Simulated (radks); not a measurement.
The ruthenium ion Ru2+ inside a hard spherical wall (all orbitals vanish at R), configuration held at [Kr] 4d6 and not refilled when levels cross. Method: scalar-relativistic Kohn-Sham, PBE, spin-polarised, spherical densities, point nucleus; open shells are filled with parallel spins first (spin-orbit coupling, left out, can overturn this in heavy ions); computed with a radial shooting solver on a logarithmic mesh with Libxc functionals. Eigenvalues in eV for spin up, with the zero of energy where the potential of the charges vanishes at infinity; a dash marks a level that is unbound or too diffuse for the functional's potential to be trusted. A positive occupied level is held by the wall or, in an anion where self-interaction has pushed it up, behind a barrier. The pressure on the wall is -dE/dV.

R (bohr),E (hartree),kinetic (hartree),e(3d),e(4s),e(4p),e(4d),"e(5s, empty)","e(5p, empty)",pressure (GPa)
free,-4529.92444,4684.481,-293.44,-97.552,-67.545,-25.297,-19.671,-13.886,0
20,-4529.92444,4684.481,-293.44,-97.552,-67.545,-25.297,-19.671,-13.886,< 0.0001
15,-4529.92444,4684.481,-293.44,-97.552,-67.545,-25.297,-19.671,-13.886,< 0.0001
12,-4529.92444,4684.481,-293.44,-97.552,-67.545,-25.297,-19.671,-13.886,< 0.0001
8,-4529.92444,4684.481,-293.44,-97.551,-67.545,-25.297,-19.667,-13.855,0.000630
7,-4529.92437,4684.482,-293.43,-97.546,-67.540,-25.293,-19.646,-13.755,0.00822
5,-4529.91789,4684.544,-293.15,-97.303,-67.308,-25.071,-18.860,-11.989,1.33
3,-4529.43895,4687.254,-285.82,-91.622,-61.859,-18.831,-0.575,12.993,286
1.5,-4503.41020,4785.581,-187.64,-7.829,30.105,92.007,307.98,342.04,88300
